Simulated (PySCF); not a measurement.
# Electron correlation in As³⁺ (arsenic, charge +3)

[Ar] 3d10 4s2, closed-shell 1S. Computed with PySCF 2.14 in x2c-TZVPPall with one added diffuse shell each of s, p, d type (7s6p5d1f, 57 functions), with the spin-free X2C one-electron Hamiltonian (Gaussian nucleus). Frozen: [Ne]; 20 electrons correlated.

```csv
level,correlation energy (mhartree)
CCSD,-268.62
(T),-5.09
CCSD(T),-273.71
```

Diagnostics: T1 = 0.0050, D1 = 0.0097, largest double amplitude 0.093.

Is a single reference adequate?

Mostly. T1 lies below 0.03, but a double amplitude of this size points to a near-degeneracy that CCSD handles and MP2 describes poorly.

This basis was not built for core-valence correlation, so the inner-shell part is incomplete.
